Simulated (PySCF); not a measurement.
C3H7NO, charge -1, sextet, geometry from GFN2-xTB of the parent state (a state made from the parent by changing its charge; the spin is typed, not shown lowest) (in this run its highest filled SCF level lies above zero, so its values depend strongly on the basis, on diffuse functions most of all); PBE/6-31G* (PySCF).

PySCF was given this input:
```python
from pyscf import gto, scf, dft

mol = gto.M(
    atom='''
C     1.67947948   -0.16325943    0.40714764
N     0.25118246   -0.03556484    0.48090643
C    -0.42054349   -1.29990753    0.39435751
C    -0.27867694    0.95458909   -0.52046636
O    -1.51494248    0.84941816   -0.89568702
H     2.12546077    0.83306927    0.42237108
H     2.05322832   -0.72675810    1.27502337
H     2.03871969   -0.68379075   -0.50809204
H    -1.45606351   -1.07622821    0.13080096
H     0.00126539   -1.97015548   -0.38190854
H    -0.37922531   -1.82928010    1.35792211
H     0.09632288    1.95821932   -0.18319870
''',
    basis='6-31g*',
    charge=-1,
    spin=5,
    verbose=5,
)

mf = dft.UKS(mol)
mf.xc = 'pbe'
mf.kernel()
mf.analyze()
```

What the program printed (banner, timings and long lists left out):

```
PySCF version 2.14.0

[INPUT] verbose = 5
[INPUT] max_memory = 4000
[INPUT] num. atoms = 12
[INPUT] num. electrons = 41
[INPUT] charge = -1
[INPUT] spin (= nelec alpha-beta = 2S) = 5
[INPUT] symmetry False subgroup None
[INPUT] Mole.unit = angstrom
[INPUT] Symbol           X                Y                Z      unit          X                Y                Z       unit  Magmom
[...]
[INPUT] ---------------- BASIS SET ----------------
[INPUT] l, kappa, [nprim/nctr], expnt,             c_1 c_2 ...
[INPUT] O
[...]
                                825.23495         0.0139501
                                188.04696         0.0684451
                                52.9645           0.2327143
                                16.89757          0.470193
                                5.7996353         0.3585209
[...]
                                3.5999336         -0.1480263
                                1.0137618         1.130767
[...]
                                3.5999336         0.3397528
                                1.0137618         0.7271586
[...]
[INPUT] C
[...]
                                457.36951         0.0140373
                                103.94869         0.0688426
                                29.210155         0.2321844
                                9.286663          0.4679413
                                3.163927          0.362312
[...]
                                1.8812885         -0.1608542
                                0.5442493         1.1434564
[...]
                                1.8812885         0.316424
                                0.5442493         0.7443083
[...]
[INPUT] N
[...]
                                627.4579          0.013995
                                142.9021          0.068587
                                40.23433          0.232241
                                12.82021          0.46907
                                4.390437          0.360455
[...]
                                2.71628           -0.169118
                                0.772218          1.145852
[...]
                                2.71628           0.323907
                                0.772218          0.740895
[...]
[INPUT] H
[...]
                                2.8253937         0.23472695
                                0.6401217         0.81375733
[...]
nuclear repulsion = 179.245823631195
number of shells = 44
number of NR pGTOs = 163
number of NR cGTOs = 84
basis = 6-31g*
ecp = {}

******** <class 'pyscf.dft.uks.UKS'> ********
method = UKS
initial guess = minao
damping factor = 0
level_shift factor = 0
DIIS = <class 'pyscf.scf.diis.CDIIS'>
diis_start_cycle = 1
diis_space = 8
diis_damp = 0
SCF conv_tol = 1e-09
SCF conv_tol_grad = None
SCF max_cycles = 50
direct_scf = True
direct_scf_tol = 1e-13
number electrons alpha = 23  beta = 18
XC library pyscf.dft.libxc version 7.1.2
    S. Lehtola, C. Steigemann, M. J. T. Oliveira, and M. A. L. Marques,  SoftwareX 7, 1–5 (2018)
XC functionals = pbe
    J. P. Perdew, K. Burke, and M. Ernzerhof,  Phys. Rev. Lett. 77, 3865 (1996)
    J. P. Perdew, K. Burke, and M. Ernzerhof,  Phys. Rev. Lett. 78, 1396 (1997)
    J. P. Perdew, K. Burke, and M. Ernzerhof,  Phys. Rev. Lett. 77, 3865 (1996)
    J. P. Perdew, K. Burke, and M. Ernzerhof,  Phys. Rev. Lett. 78, 1396 (1997)
radial grids:
    Treutler-Ahlrichs [JCP 102, 346 (1995); DOI:10.1063/1.469408] (M4) radial grids

becke partition: Becke, JCP 88, 2547 (1988); DOI:10.1063/1.454033
pruning grids: <function nwchem_prune>
grids dens level: 3
symmetrized grids: False
atomic radii adjust function: <function treutler_atomic_radii_adjust>
small_rho_cutoff = 0
Set gradient conv threshold to 3.16228e-05
atom C rad-grids = 75, ang-grids = [ 50  50  50  50  50  50  50  50  50  50  50  50  50  50  50  50  50  50
  50  50  50  50  86  86  86  86  86  86  86  86  86  86 266 266 266 266
 266 266 302 302 302 302 302 302 302 302 302 302 302 302 302 302 302 302
 302 302 302 302 266 266 266 266 266 266 266 266 266 266 266 266 266 266
 266 266 266]
atom N rad-grids = 75, ang-grids = [ 50  50  50  50  50  50  50  50  50  50  50  50  50  50  50  50  50  50
  50  50  50  50  50  86  86  86  86  86  86  86  86  86  86 266 266 266
 266 266 266 266 302 302 302 302 302 302 302 302 302 302 302 302 302 302
 302 302 302 302 302 302 266 266 266 266 266 266 266 266 266 266 266 266
 266 266 266]
atom O rad-grids = 75, ang-grids = [ 50  50  50  50  50  50  50  50  50  50  50  50  50  50  50  50  50  50
  50  50  50  50  50  86  86  86  86  86  86  86  86  86 266 266 266 266
 266 266 266 302 302 302 302 302 302 302 302 302 302 302 302 302 302 302
 302 302 302 302 302 266 266 266 266 266 266 266 266 266 266 266 266 266
 266 266 266]
atom H rad-grids = 50, ang-grids = [ 50  50  50  50  50  50  50  50  50  50  50  50  50  50  50  86  86  86
  86 266 266 266 266 266 302 302 302 302 302 302 302 302 302 302 302 302
 302 266 266 266 266 266 266 266 266 266 266 266 266 266]
tot_boxes 2925, boxes in each direction [13 13 11]
Padding 6 grids
tot grids = 139000
nelec by numeric integration = [19.98858588 19.98858588]
E1 = -688.8161560012747  E2 = 261.2150205567467  Ecoul = 294.9477424304716  Exc = -33.732721873724884
init E= -248.355311813333
cond(S) = 575.7961533619047

  alpha mo_energy =
[-18.96298146 -14.05806482  -9.99434351  -9.99399303  -9.97493545
  -1.03731556  -0.90962179  -0.7222755   -0.66656087  -0.57927417
  -0.51240592  -0.50446432  -0.48027025  -0.45189479  -0.42066796
  -0.41182553  -0.40342791  -0.3903116   -0.33332844  -0.28086136
  -0.13313248   0.03455773   0.07457976   0.07607237   0.08347235
   0.08759484   0.0989019    0.10443525   0.13426809   0.14588564
   0.16630829   0.19811011   0.42065227   0.43938334   0.44842005
   0.46536354   0.47814525   0.48677906   0.5311734    0.61848547
   0.64402591   0.68129166   0.69707729   0.71875771   0.72694821
   0.75239577   0.77432059   0.79705582   0.79886319   0.84368266
[...]
converged SCF energy = -247.58646418893  <S^2> = 8.7566373  2S+1 = 6.002212
Total Energy =                        -247.586464188929767
[...]
4 O 2pz         -0.00136  -0.00017   0.00617   0.00490
4 O 3px          0.12313   0.05349   0.10476   0.16762
4 O 3py         -0.03828   0.00701  -0.01718   0.04554
4 O 3pz          0.02379   0.03815   0.06321   0.03227
4 O 3dxy        -0.25333   0.09918  -0.16158   0.22514
4 O 3dyz        -0.09754  -0.00471  -0.02557   0.06865
4 O 3dz^2       -0.14390  -0.00814  -0.04091  -0.27344
4 O 3dxz         0.05370   0.10588   0.35508   0.18512
4 O 3dx2-y2      0.27444   0.08127   0.27867   0.48023
5 H 1s           0.00904  -0.00409  -0.00277   0.00366
5 H 2s          -0.04261   0.00776   0.00183  -0.01262
6 H 1s          -0.00915   0.00189  -0.00341   0.00338
6 H 2s           0.04735  -0.01226   0.00322  -0.01701
7 H 1s           0.00540  -0.00341  -0.00093  -0.00206
7 H 2s          -0.02016   0.00721  -0.00778   0.01649
8 H 1s           0.00655   0.00906   0.00108  -0.00222
8 H 2s          -0.02451  -0.02758   0.00401   0.02812
9 H 1s          -0.01441   0.00246   0.00185  -0.00022
9 H 2s           0.06546   0.00733  -0.00527  -0.00451
10 H 1s          0.00711   0.00259  -0.00240  -0.00090
10 H 2s         -0.03202   0.00327   0.00758   0.00754
11 H 1s          0.01300  -0.00744   0.00655  -0.00361
11 H 2s         -0.06928   0.03030  -0.01974   0.02498

To work with the spin densities directly, `use mulliken_meta_spin()` only printing them here.

 ** Mulliken spin pop alpha/beta on meta-lowdin orthogonal AOs **
 ** Mulliken Spin Density (per AO)  **
spin_pop of  0 C 1s        0.00000
spin_pop of  0 C 2s        0.11142
spin_pop of  0 C 3s        0.00826
spin_pop of  0 C 2px       0.07449
spin_pop of  0 C 2py       0.01327
spin_pop of  0 C 2pz       0.01040
spin_pop of  0 C 3px       0.01879
spin_pop of  0 C 3py       0.00101
spin_pop of  0 C 3pz       0.00141
spin_pop of  0 C 3dxy      0.00109
spin_pop of  0 C 3dyz      0.00010
spin_pop of  0 C 3dz^2    -0.00001
spin_pop of  0 C 3dxz      0.00043
spin_pop of  0 C 3dx2-y2    0.00045
spin_pop of  1 N 1s       -0.00001
spin_pop of  1 N 2s        0.10305
spin_pop of  1 N 3s        0.00236
spin_pop of  1 N 2px       0.04720
spin_pop of  1 N 2py       0.16398
spin_pop of  1 N 2pz       0.53820
spin_pop of  1 N 3px       0.00151
spin_pop of  1 N 3py       0.00111
spin_pop of  1 N 3pz       0.00311
spin_pop of  1 N 3dxy      0.00032
spin_pop of  1 N 3dyz      0.00035
spin_pop of  1 N 3dz^2     0.00084
spin_pop of  1 N 3dxz     -0.00007
spin_pop of  1 N 3dx2-y2    0.00013
spin_pop of  2 C 1s        0.00000
spin_pop of  2 C 2s        0.12408
spin_pop of  2 C 3s        0.00886
spin_pop of  2 C 2px       0.01829
spin_pop of  2 C 2py       0.09982
spin_pop of  2 C 2pz       0.02674
spin_pop of  2 C 3px       0.00173
spin_pop of  2 C 3py       0.01479
spin_pop of  2 C 3pz       0.00398
spin_pop of  2 C 3dxy     -0.00018
spin_pop of  2 C 3dyz      0.00060
spin_pop of  2 C 3dz^2    -0.00013
spin_pop of  2 C 3dxz     -0.00005
spin_pop of  2 C 3dx2-y2   -0.00004
spin_pop of  3 C 1s       -0.00000
spin_pop of  3 C 2s        0.22150
spin_pop of  3 C 3s        0.01447
spin_pop of  3 C 2px       0.17912
spin_pop of  3 C 2py       0.09854
spin_pop of  3 C 2pz       0.41722
spin_pop of  3 C 3px       0.00360
spin_pop of  3 C 3py       0.00653
spin_pop of  3 C 3pz       0.00335
spin_pop of  3 C 3dxy      0.00121
spin_pop of  3 C 3dyz      0.00070
spin_pop of  3 C 3dz^2     0.00021
spin_pop of  3 C 3dxz      0.00028
spin_pop of  3 C 3dx2-y2    0.00024
spin_pop of  4 O 1s       -0.00001
spin_pop of  4 O 2s        0.01525
spin_pop of  4 O 3s        0.00023
spin_pop of  4 O 2px       0.06059
spin_pop of  4 O 2py       0.70989
spin_pop of  4 O 2pz       0.24217
spin_pop of  4 O 3px       0.00202
spin_pop of  4 O 3py       0.00175
spin_pop of  4 O 3pz       0.00126
spin_pop of  4 O 3dxy      0.00077
spin_pop of  4 O 3dyz      0.00007
spin_pop of  4 O 3dz^2     0.00025
spin_pop of  4 O 3dxz     -0.00003
spin_pop of  4 O 3dx2-y2    0.00019
spin_pop of  5 H 1s        0.08267
spin_pop of  5 H 2s        0.06877
spin_pop of  6 H 1s        0.09674
spin_pop of  6 H 2s        0.04570
spin_pop of  7 H 1s        0.16743
spin_pop of  7 H 2s        0.05116
spin_pop of  8 H 1s        0.05016
spin_pop of  8 H 2s        0.03488
spin_pop of  9 H 1s        0.24854
spin_pop of  9 H 2s        0.10151
spin_pop of  10 H 1s        0.12913
spin_pop of  10 H 2s        0.06660
spin_pop of  11 H 1s        0.33989
spin_pop of  11 H 2s        0.13383
 ** Mulliken Spin Density (per atom)  **
spin density of  0 C =      0.24110
spin density of  1 N =      0.86206
spin density of  2 C =      0.29849
spin density of  3 C =      0.94696
spin density of  4 O =      1.03441
spin density of  5 H =      0.15143
spin density of  6 H =      0.14243
spin density of  7 H =      0.21860
spin density of  8 H =      0.08504
spin density of  9 H =      0.35004
spin density of  10 H =      0.19573
spin density of  11 H =      0.47372
 ** Mulliken pop alpha/beta on meta-lowdin orthogonal AOs **
 ** Mulliken pop       alpha | beta **
In total            23.00000 | 18.00000
 ** Mulliken atomic charges   ( Nelec_alpha | Nelec_beta ) **
charge of  0C =     -0.35196  (     3.29653      3.05543 )
charge of  1N =      0.16185  (     3.85010      2.98805 )
charge of  2C =     -0.36586  (     3.33218      3.03369 )
charge of  3C =     -0.11561  (     3.53129      2.58432 )
charge of  4O =     -0.16279  (     4.59860      3.56419 )
charge of  5H =     -0.00716  (     0.57930      0.42786 )
charge of  6H =      0.01436  (     0.56404      0.42160 )
charge of  7H =      0.03181  (     0.59339      0.37480 )
charge of  8H =      0.02125  (     0.53190      0.44685 )
charge of  9H =     -0.07456  (     0.71230      0.36226 )
charge of  10H =     -0.02455  (     0.61014      0.41441 )
charge of  11H =     -0.12677  (     0.80025      0.32653 )

WARN: System has nonzero charge -1; the dipole moment is origin-dependent.
Location of origin: [0. 0. 0.]

Dipole moment(X, Y, Z, Debye): -1.64798,  0.08264, -0.03482
```
